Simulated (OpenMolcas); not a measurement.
# Worked example: vertical ionisation energy of CH4ClGa (SMILES [CH3][GaH][Cl])

CH4ClGa: 7 atoms, total charge 0, spin state singlet. As SMILES, `[CH3][GaH][Cl]`. Geometry: relaxed at PBE0-D4/def2-TZVP.

Both states at this one shape; open shells run unrestricted unless said. 1 Eh = 27.2114 eV.

```
        level     program  singlet CH4ClGa (Eh)  doublet CH4ClGa+ (Eh)  HOMO of the first (eV)
  HF/def2-SVP  OpenMolcas          -2422.582619           -2422.212222                  -11.09
TPSS/def2-SVP  OpenMolcas          -2425.225783           -2424.860903                   -6.82
```

**Question.** Work out the vertical ionisation energy at each level.

**Answer.** 
1. HF/def2-SVP: -2422.212222 − (-2422.582619) = 0.370397 Eh = 10.08 eV; −ε(HOMO) = 11.09 eV.
2. TPSS/def2-SVP: -2424.860903 − (-2425.225783) = 0.364880 Eh = 9.93 eV; −ε(HOMO) = 6.82 eV.

No measured value is set beside it here; the levels span 9.93 to 10.08 eV. In Hartree–Fock, −ε(HOMO) (Koopmans) exceeds the difference of totals by the orbital relaxation of the ion. In semi-local functionals −ε(HOMO) lies far under the ionisation energy, a result of self-interaction, while the difference of totals does much better. All-electron rows are non-relativistic unless named.
